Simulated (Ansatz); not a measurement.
`BO` + `N[SiH](F)F` → `BN[SiH](F)F` + H₂O at 298.15 K and 1 bar (ligand exchange at a B–O bond).

Calculated with Ansatz (gas phase, PBE0-D4/def2-TZVP geometries, no zero-point term in ΔE). CCSD(T)/CBS adds triple-zeta CCSD(T) − MP2 to the extrapolated MP2 energy (def2 sets, frozen cores). This one scheme is used for every species. Each species was taken in one conformer, which may not be the lowest.

```
      species  CCSD(T)/CBS energy (Eh)  H − E (kJ/mol)  S (J/(mol·K))
         `BO`               -101.80414           103.5          230.4
 `N[SiH](F)F`               -545.34917           123.9          306.8
`BN[SiH](F)F`               -570.77155           160.8          335.9
          H₂O                -76.37941            66.4          188.7
```

H − E and S are ideal-gas, rigid-rotor, harmonic terms from PBE0-D4/def2-TZVP, for one conformer and one mirror image of each species. 1 Eh = 2625.50 kJ/mol, R = 8.31446 J/(mol·K).

Problem. By hand: ΔE, ΔH, ΔS and ΔG.

Solution. ΔE = (-570.77155) + (-76.37941) − (-101.80414) − (-545.34917) = 0.00235 Eh = 6.2 kJ/mol. Δ(H − E) = 160.8 + 66.4 − 103.5 − 123.9 = -0.2, so ΔH = 6.0 kJ/mol. ΔS = 335.9 + 188.7 − 230.4 − 306.8 = -12.6 J/(mol·K). ΔG = 6.0 − 298.15 × (-12.6)/1000 = 9.8 kJ/mol.

Problem. By hand: the equilibrium constant, and the temperature at which ΔG would vanish if ΔH and ΔS stayed fixed.

Solution. log₁₀ K = −ΔG/(RT ln 10) = -1.7. ΔH and −TΔS have one sign here, so there is no such temperature.

TΔS isn't small against ΔH here. A doubt of 5 kJ/mol in ΔE shifts log₁₀ K by 0.9 here. Other conformers and mirror images would add mixing entropy, several J/(mol·K) or more a flexible species. Modes under 60 cm⁻¹, often nearly free rotors, make the harmonic entropy too high. These are equilibria of isolated gas molecules and say nothing of rates. Largest T1 diagnostic: 0.014 (customary marks: 0.02 for closed shells, 0.045 for open ones).

ΔS is within the doubt of such terms, so its sign, and with it that verdict, could turn.
